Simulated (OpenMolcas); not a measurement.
Ag3+: moving or changing the point charges

Ag3+ among 6 point charges of -1.7 e arranged as a tetragonal octahedron (D4h), 1.86 Å from the ion, with the axial distance 2.065 Å.
```
   1.8600    0.0000    0.0000  -1.70
   0.0000    1.8600    0.0000  -1.70
  -1.8600    0.0000    0.0000  -1.70
   0.0000   -1.8600    0.0000  -1.70
   0.0000    0.0000    2.0646  -1.70
   0.0000    0.0000   -2.0646  -1.70
```

```
Program             : OpenMolcas
Method              : CASSCF
Basis               : ANO-RCC-VDZP [6s5p3d1f]
Scalar Hamiltonian  : DKH2, point nucleus
Active space        : 8 electrons in 5 orbitals (4d)
State averaging     : 2S+1 = 3 even, 10 roots; 2S+1 = 1 even, 15 roots
Spin-orbit coupling : state interaction with AMFI integrals over the reference wave functions
```

Runs around this geometry, states (labels of D4, the rotations of D4h). Energies in cm-1 above the lowest state or level, χT in cm3 K/mol.

```csv
R (Å),q (e),Axial / equatorial distance,Ground state,First state of that spin,First gap with spin-orbit (degeneracies),χT at 300 K,First state of another spin
1.86,-1.7,1.02,3B1,3E 7902,"3.4 (1, 2)",1.957,1A1 15935
1.86,-1.1,1.11,3B1,3E 4089,"6.6 (1, 2)",2.375,1A1 14558
1.7,-1.7,1.11,3B1,3E 7931,"46.8 (1, 2)",1.813,1A1 12066
1.86,-1.7,1.11,3B1,3E 6164,"22.1 (1, 2)",2.067,1A1 13996
2.07,-1.7,1.11,3B1,3E 3791,"4.3 (2, 1)",2.416,1A1 14331
```

Taking the first state of the same spin as R^-n, n = -ln(3791 / 7931) / ln(2.07 / 1.7) = 3.7 between the shortest and longest distance.

Scaling the charges by -1.1 / -1.7 = 0.65 scales the first state of the same spin by 4089 / 6164 = 0.66; with fixed orbitals a first-order splitting would follow the charge.

Without dynamic correlation the repulsion within the d shell is too large (B by tens of per cent), so at a given field states of lower spin stand too high. Real 4d8 and 5d8 ions are as a rule square planar and diamagnetic. Point charges give a weaker field than real ligands, and real ions of this kind are as a rule low spin; the high spin found here belongs to the model. This shell can be high or low spin here, a state of another spin lies low, and with metal d orbitals alone active their balance is uncertain, so the ground spin may be wrong (holds for R = 1.86, q = -1.1, ratio = 1.11; R = 1.7, q = -1.7, ratio = 1.11; R = 1.86, q = -1.7, ratio = 1.11; R = 2.07, q = -1.7, ratio = 1.11). This is an electrostatic model: the charges have no orbitals. No measured value stands beside these numbers.
